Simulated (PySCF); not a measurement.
CH5FO2Sn, SMILES [CH3][Sn]([OH])([OH])[F].

Geometry optimised at PBE0-D3(BJ)/def2-SVP. The structure was generated by enumeration; whether it is a known compound was not checked. The def2 effective core potentials stand for the cores of Sn; spin–orbit coupling is left out. The values are those of a single conformer.

Method: PBE/def2-TZVP in PySCF.

Q: Estimate the frontier levels, gap, dipole moment and polarisability. (Estimate from the structure and the level; the computed values follow.)

A: 
```yaml
highest_occupied_level: -7.10 eV
lowest_empty_level: -2.17 eV
orbital_gap: 4.93 eV
dipole_moment: 1.50 D
quadrupole, principal values (traceless, Buckingham form, about the centre of nuclear charge): -10.24, -2.33, 12.56 D·Å
mean_static_polarisability: 57.0 bohr³ (8.45 Å³)
polarisability_principal_values: 49.7, 56.1, 65.3 bohr³
```
